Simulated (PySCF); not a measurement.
Species: C4H7BO3.
SMILES with atom numbers: `[CH3:1][O:2][C:3]1=[O+:4][BH2-:5][O:6][CH:7]=[CH:8]1`

NICS is the negative of the GIAO shielding at a point without a nucleus: at the ring centre (0) and 1 Å above and below it (1); zz is the component along the ring normal. Level: GIAO PBE0/pcSseg-1 (PySCF, non-relativistic, gas phase) on the PBE0-D3(BJ)/def2-SVP geometry, one conformer.

Ring bond lengths (Å), with Mayer bond orders in brackets: C3–O4 1.265 (1.36), O4–B5 1.555 (0.61), B5–O6 1.513 (0.71), O6–C7 1.279 (1.34), C7–C8 1.380 (1.48), C8–C3 1.413 (1.24).

Task: Give the NICS values of each ring in ppm.

Result: 
| ring | type | NICS(0) | NICS(1), two faces | NICS(1)zz, two faces | rms pucker (Å) | centre to ring atoms, mean (Å) |
| --- | --- | --- | --- | --- | --- | --- |
| C3–O4–B5–O6–C7–C8 | 6-membered ring with B and 2 O; formal bonds 2 double, 4 single | 1.2 | -0.6 / -0.9 | 3.4 / 3.5 | 0.15 | 1.38 |

Task: What do they say, and how far can they be read as aromaticity?

Result: 
- C3–O4–B5–O6–C7–C8: mean NICS(1)zz 3.4 ppm, deshielded. B5 has four or more neighbours, and the NICS criterion for π rings isn't applied.

Task: List the ring angles and the Hirshfeld charges of the ring atoms.

Result: 
- C3–O4–B5–O6–C7–C8: C3 123.0° (+0.222 e), O4 118.8° (-0.116 e), B5 106.5° (+0.047 e), O6 118.8° (-0.125 e), C7 124.3° (+0.107 e), C8 115.9° (-0.132 e); sum 707.4° against 720° for a flat convex ring.

Task: What are the shieldings of the ring atoms and their hydrogens in the same run (means over atoms taken as equivalent)?

Result: 
```json
{"atoms": "C3", "environment": "carbon bonded to C and 2 O", "σ isotropic (ppm)": "4.2", "principal values of the symmetric part, first atom (ppm)": "-64.7, -11.7, 88.9"}
{"atoms": "O4", "environment": "oxygen bonded to B and C", "σ isotropic (ppm)": "104.7", "principal values of the symmetric part, first atom (ppm)": "-102.3, 109.3, 307.1"}
{"atoms": "B5", "environment": "four-coordinate boron", "σ isotropic (ppm)": "99.7", "principal values of the symmetric part, first atom (ppm)": "93.0, 101.5, 104.5"}
{"atoms": "O6", "environment": "boron-bound oxygen", "σ isotropic (ppm)": "83.3", "principal values of the symmetric part, first atom (ppm)": "-133.8, 24.3, 359.5"}
{"atoms": "C7", "environment": "vinylic carbon bearing oxygen", "σ isotropic (ppm)": "0.3", "principal values of the symmetric part, first atom (ppm)": "-109.6, -1.8, 112.4"}
{"atoms": "C8", "environment": "alkene CH carbon", "σ isotropic (ppm)": "93.7", "principal values of the symmetric part, first atom (ppm)": "10.6, 119.4, 151.2"}
{"atoms": "H on B5 (×2)", "environment": "B–H hydrogen", "σ isotropic (ppm)": "27.48", "principal values of the symmetric part, first atom (ppm)": "24.6, 27.8, 29.6"}
{"atoms": "H on C7", "environment": "vinylic hydrogen", "σ isotropic (ppm)": "23.65", "principal values of the symmetric part, first atom (ppm)": "21.3, 23.9, 25.7"}
{"atoms": "H on C8", "environment": "vinylic hydrogen", "σ isotropic (ppm)": "26.18", "principal values of the symmetric part, first atom (ppm)": "24.5, 26.0, 28.1"}
```

Task: How do the values depend on the level or the medium?

Result: 
| level | NICS(0), C3–O4–B5–O6–C7–C8 | mean NICS(1)zz, C3–O4–B5–O6–C7–C8 |
| --- | --- | --- |
| PBE0/pcSseg-1, gas | 1.2 | 3.4 |
| mPW1PW91/pcSseg-1, gas | 1.2 | 3.4 |
| PBE0/pcSseg-1, IEF-PCM acetone | 0.9 | 2.7 |
| PBE0/pcSseg-1, IEF-PCM chloroform | 1.0 | 2.9 |

The geometry is the same throughout; the continuum's cavity takes Bondi-type radii × 1.2.

The values belong to the conformer `[CH3:1][O:2][C:3]1=[O+:4][BH2-:5][O:6][CH:7]=[CH:8]1`: C1–O2–C3–O4 3°.
